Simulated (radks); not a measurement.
The numbers below are computed, except where a source is named.
The nuclear charge of neutral fluorine is varied continuously with 9 electrons held in [He] 2s2 2p5. Level of theory: non-relativistic Kohn-Sham, LDA (Slater exchange, Perdew-Wang correlation), spin-polarised, spherical densities, point nucleus; open shells are filled with parallel spins first (a radial shooting solver on a logarithmic mesh with Libxc functionals). By the Hellmann-Feynman theorem dE/dZ = E(electron-nucleus)/Z, the electronic potential at the nucleus.

Z	E (hartree)	E(electron-nucleus)/Z (hartree)	HOMO	e(HOMO) (eV)	<r> HOMO (bohr)
8.8	-93.90447	-25.6541	2p	-7.178	1.194
9	-99.11120	-26.4129	2p	-10.446	1.127
9.2	-104.46954	-27.1703	2p	-14.031	1.068
9.4	-109.97924	-27.9266	2p	-17.923	1.017
9.6	-115.64011	-28.6820	2p	-22.117	0.9715
9.8	-121.45199	-29.4367	2p	-26.606	0.9305
10	-127.41475	-30.1908	2p	-31.388	0.8934

The central difference of E at Z = 9 is -26.413 hartree, to compare with the third column; the second derivative is -3.79 hartree.
